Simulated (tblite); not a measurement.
Compound: C5H8BrFO.
Atom-mapped SMILES: `[CH3:1][C:2]([CH3:3])([CH:4]=[O:5])[C@H:6]([F:7])[Br:8]` (hydrogens: H9, H10, H11 on C1; H12, H13, H14 on C3; H15 on C4; H16 on C6)

Computed with GFN2-xTB (tblite), gas phase: L-BFGS steps from a force-field or distance-geometry start until the largest atomic force falls under 0.01 eV/Å.

Step 12: E = -752.2667 eV
```
atom  x, y, z in Å  |  force x, y, z in eV/Å
C1     -0.1823   -0.0360    1.4775    0.079  -0.036   0.105
C2      0.1147    0.0397   -0.0298    0.005   0.174   0.011
C3      0.6141   -1.2923   -0.5947   -0.050   0.032   0.055
C4      1.1769    1.1249   -0.2434   -0.112   0.101   0.303
O5      2.2437    0.9383   -0.7428    0.123  -0.044  -0.144
C6     -1.1442    0.5244   -0.7598   -0.025   0.103  -0.097
F7     -1.5699    1.7115   -0.2578    0.027  -0.036  -0.004
Br8    -2.6328   -0.7339   -0.5909   -0.089  -0.032   0.079
H9     -0.7733    0.8109    1.8244    0.001   0.005  -0.139
H10     0.7323   -0.0510    2.0640    0.167   0.007  -0.102
H11    -0.7184   -0.9515    1.7065   -0.154  -0.066  -0.074
H12    -0.2144   -1.9235   -0.9089    0.049   0.007  -0.001
H13     1.2826   -1.1225   -1.4388   -0.112   0.007   0.022
H14     1.1729   -1.8257    0.1690    0.048   0.011   0.007
H15     0.8998    2.1241    0.1518   -0.114  -0.156  -0.025
H16    -1.0094    0.6715   -1.8377    0.156  -0.077   0.006
```

Step 13: E = -752.2741 eV
```
atom  x, y, z in Å  |  force x, y, z in eV/Å
C1     -0.1802   -0.0375    1.4768    0.064  -0.029   0.095
C2      0.1142    0.0379   -0.0301   -0.043   0.083  -0.010
C3      0.6140   -1.2936   -0.5937   -0.018  -0.031   0.028
C4      1.1686    1.1253   -0.2350   -0.017   0.094   0.205
O5      2.2356    0.9486   -0.7378    0.150  -0.041  -0.138
C6     -1.1392    0.5285   -0.7639   -0.116   0.011  -0.067
F7     -1.5566    1.7160   -0.2584    0.001  -0.040  -0.054
Br8    -2.6441   -0.7281   -0.5872    0.016   0.049   0.054
H9     -0.7650    0.8171    1.8159   -0.004  -0.031  -0.094
H10     0.7398   -0.0514    2.0566    0.111  -0.013  -0.093
H11    -0.7211   -0.9514    1.7073   -0.120  -0.012  -0.062
H12    -0.2104   -1.9316   -0.9047    0.011   0.032   0.008
H13     1.2801   -1.1311   -1.4401   -0.102   0.056  -0.006
H14     1.1787   -1.8267    0.1653    0.043   0.022   0.047
H15     0.8833    2.1183    0.1621   -0.109  -0.081   0.011
H16    -1.0053    0.6688   -1.8444    0.134  -0.070   0.075
```

Step 14: E = -752.2786 eV
```
atom  x, y, z in Å  |  force x, y, z in eV/Å
C1     -0.1781   -0.0393    1.4779    0.026  -0.021   0.032
C2      0.1136    0.0382   -0.0299   -0.046  -0.016  -0.005
C3      0.6135   -1.2941   -0.5922    0.005  -0.044   0.012
C4      1.1663    1.1260   -0.2274    0.055   0.029   0.053
O5      2.2324    0.9547   -0.7369    0.078  -0.015  -0.068
C6     -1.1378    0.5312   -0.7670   -0.109  -0.063  -0.004
F7     -1.5500    1.7182   -0.2597   -0.025  -0.016  -0.081
Br8    -2.6508   -0.7242   -0.5842    0.071   0.088   0.036
H9     -0.7607    0.8197    1.8094    0.002  -0.041  -0.041
H10     0.7470   -0.0518    2.0508    0.054  -0.033  -0.077
H11    -0.7254   -0.9514    1.7066   -0.067   0.031  -0.047
H12    -0.2077   -1.9357   -0.9024   -0.024   0.037   0.021
H13     1.2764   -1.1350   -1.4409   -0.080   0.083  -0.025
H14     1.1827   -1.8267    0.1641    0.032   0.037   0.058
H15     0.8718    2.1133    0.1680   -0.080   0.001   0.051
H16    -1.0006    0.6658   -1.8477    0.108  -0.057   0.085
```

Problem. Estimate the geometry and energy of step 15. (The exact step hangs on the optimiser's Hessian estimate; all steps are aligned on step 14, rigid shifts and turns removed.)

Solution. E = -752.2815 eV, largest force 0.119 eV/Å
```
atom  x, y, z in Å  |  force x, y, z in eV/Å
C1     -0.1764   -0.0408    1.4789   -0.006  -0.013  -0.029
C2      0.1127    0.0384   -0.0298   -0.017  -0.069   0.009
C3      0.6132   -1.2948   -0.5908    0.013  -0.025   0.006
C4      1.1665    1.1266   -0.2222    0.074  -0.031  -0.066
O5      2.2314    0.9580   -0.7374   -0.007   0.015   0.005
C6     -1.1389    0.5314   -0.7687   -0.045  -0.088   0.048
F7     -1.5469    1.7193   -0.2620   -0.044   0.007  -0.090
Br8    -2.6534   -0.7204   -0.5816    0.076   0.088   0.026
H9     -0.7584    0.8204    1.8047    0.009  -0.037   0.001
H10     0.7525   -0.0527    2.0461    0.012  -0.047  -0.058
H11    -0.7294   -0.9510    1.7052   -0.025   0.050  -0.029
H12    -0.2067   -1.9374   -0.9008   -0.042   0.027   0.031
H13     1.2725   -1.1355   -1.4419   -0.060   0.086  -0.032
H14     1.1856   -1.8260    0.1646    0.019   0.046   0.047
H15     0.8637    2.1104    0.1723   -0.038   0.039   0.069
H16    -0.9955    0.6629   -1.8481    0.082  -0.049   0.061
```

The energy changes by -0.0029 eV. The first-order estimate −F·Δx gives -0.0040 eV and the mean of the old and new forces, exact on a quadratic surface, -0.0029 eV. The step makes an angle of 55° with the force vector and moves no atom by more than 0.010 Å.

The cost below is that of the whole relaxation. On one thread of an Arm Neoverse V2, shared host with 32 logical CPUs at a one-minute load of 6.0, this took 0.38 s.
